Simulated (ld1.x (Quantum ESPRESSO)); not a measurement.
## mercury (Hg), PAW: configuration errors across variants

```json
{
  "Element": "mercury",
  "Generator": "ld1.x (Quantum ESPRESSO) 7.5",
  "Type": "PAW",
  "Functional": "LDA (PZ)",
  "Relativity": "scalar-relativistic",
  "Frozen core": "[Xe] 4f14",
  "Valence charge": "12",
  "Reference configuration": "5d10 6s2 6p0",
  "Partial waves": "6s (bound): rcut 1.45, rcutus 2.00 bohr; 6s channel at 0.2 Ry: rcut 1.45, rcutus 2.00 bohr; 6p (bound, empty): rcut 2.90, rcutus 3.20 bohr; 6p channel at 2.1 Ry: rcut 2.90, rcutus 3.20 bohr; 5d (bound): rcut 1.90, rcutus 2.45 bohr; 5d channel at -0.15 Ry: rcut 1.90, rcutus 2.45 bohr",
  "Local potential": "all-electron potential smoothed inside 1.75 bohr (lloc = -1)",
  "Core correction": "a·sin(br)/r model core, default radius (core density twice the valence density)",
  "Augmentation charge": "GAUSS, radius 1.60 bohr"
}
```

All-electron excitation energies from the reference (eV): (1) 5d10 6s1 6p0 11.048; (2) 5d10 6s0 6p0 30.444; (3) 5d9 6s0 6p0 66.256; (4) 5d10 6s1.5 6p0 4.526; (5) 5d10 6s0 6p1 18.587; (6) 5d9 6s2 6p0 15.732; (7) 5d10 6s1 6p0 spin 10.887; (8) 5d9 6s0 6p0 spin 66.104.

Spin tests fill each open shell by Hund’s rule, majority spin first.

The default core radius of the base comes out at 0.98 bohr.

Tests that are not counted but printed errors over 1 eV. “base”: 5d8 6s0 6p0 (solver errors, printed error -576 eV). “core correction a·sin(br)/r model core, default radius (ld1.x builds one for every PAW set, though the input has nlcc=.false.)”: 5d9 6s0 6p0 (solver errors, printed error -701 eV); 5d9 6s0 6p0 (spin-polarised) (solver errors, printed error -701 eV); 1 more. “core correction a·sin(br)/r model core inside 0.92 bohr”: 5d8 6s0 6p0 (solver errors, printed error -576 eV). “core correction a·sin(br)/r model core inside 1.36 bohr”: 5d8 6s0 6p0 (solver errors, printed error -576 eV). “core correction a·sin(br)/r model core inside 2.06 bohr”: 5d8 6s0 6p0 (solver errors, printed error -576 eV).

A true bound ghost makes a file unfit for plane-wave use even where its test errors are small: the radial tests pick states by their node count and pass the ghost by. Where a test does run into it, the solver fails or the error is huge.

Errors AE − PS in meV (a dash: test not solved or not reliable):

| change | (1) | (2) | (3) | (4) | (5) | (6) | (7) | (8) | bound ghosts |
| --- | --- | --- | --- | --- | --- | --- | --- | --- | --- |
| base | -2.5 | -5.7 | -9.7 | -1.3 | -2.4 | +54 | -3.2 | -11 | s |
| core correction a·sin(br)/r model core, default radius (ld1.x builds one for every PAW set, though the input has nlcc=.false.) | -2.8 | -4.7 | – | -1.4 | -4.0 | +32 | -3.1 | – | s |
| core correction a·sin(br)/r model core inside 0.92 bohr | -2.5 | -5.6 | -9.1 | -1.3 | -2.5 | +54 | -3.2 | -10 | s |
| core correction a·sin(br)/r model core inside 1.36 bohr | -2.7 | -6.3 | -16 | -1.3 | -2.4 | +46 | -3.3 | -17 | s |
| core correction a·sin(br)/r model core inside 2.06 bohr | -2.8 | -6.9 | -25 | -1.4 | -2.7 | +38 | -3.4 | -24 | s |
| core correction a·sin(br)/r model core inside 2.40 bohr | -2.7 | -6.2 | -31 | -1.3 | -3.1 | +37 | -3.3 | -29 | s |

Give the same row for: core correction a·sin(br)/r model core inside 1.74 bohr.

-2.9, -7.0, -22, -1.3, -2.4, +40, -3.5, -21; bound ghosts: s. Not counted: 5d8 6s0 6p0 (solver errors, printed error -576 eV).
